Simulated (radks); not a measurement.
The numbers below are computed, except where a source is named.
Ti8+, 14 electrons, occupied as [Ne] 3s2 3p2.

Level of theory: scalar-relativistic Kohn-Sham, BLYP, spin-unpolarised, spherical densities, finite nucleus; Fermi nuclear charge, rms radius 3.5921 fm (a radial shooting solver on a logarithmic mesh with Libxc functionals).

Energy parts (hartree):
total: -830.97814
kinetic: 838.37416
electron-nucleus: -1887.33724
Hartree: 255.29495
exchange-correlation: -37.31001

Orbitals (lengths in bohr, moments of r in powers of bohr; <r^-3> diverges for s and p1/2; r(max) is where P^2 peaks; r(90%) holds 90 % of the orbital's charge):
| orbital | occ. | eigenvalue (hartree) | r(90%) | <r^-3> | r(max) | <r^4> |
|---|---|---|---|---|---|---|
| 1s | 2 | -185.4857 | 0.124 | - | 0.04555 | 0.0001090 |
| 2s | 2 | -25.93948 | 0.502 | - | 0.2682 | 0.02663 |
| 2p | 6 | -22.58156 | 0.472 | 268.4 | 0.2185 | 0.02117 |
| 3s | 2 | -7.50498 | 1.31 | - | 0.8174 | 1.269 |
| 3p | 2 | -6.56279 | 1.36 | 44.31 | 0.8225 | 1.456 |
| 3d | 0 | -5.16256 | 1.41 | 4.895 | 0.7480 | 1.602 |
| 4s | 0 | -3.41774 | 2.63 | - | 1.832 | 20.95 |

The highest occupied level is 3p at -178.58 eV. The density falls to 0.001 e/bohr^3 at r = 2.09 bohr. For comparison, the ionisation energy in NIST's Atomic Spectra Database is 192.1 eV (semi-empirical). In exact Kohn-Sham theory the highest level is minus the ionisation energy, but local and semilocal functionals leave it too shallow, through self-interaction and a potential that decays too fast; potentials with the right tail come closer.

Beside tabulated values, note that spin-unpolarised runs miss the spin-polarisation part of the exchange energy of open shells.
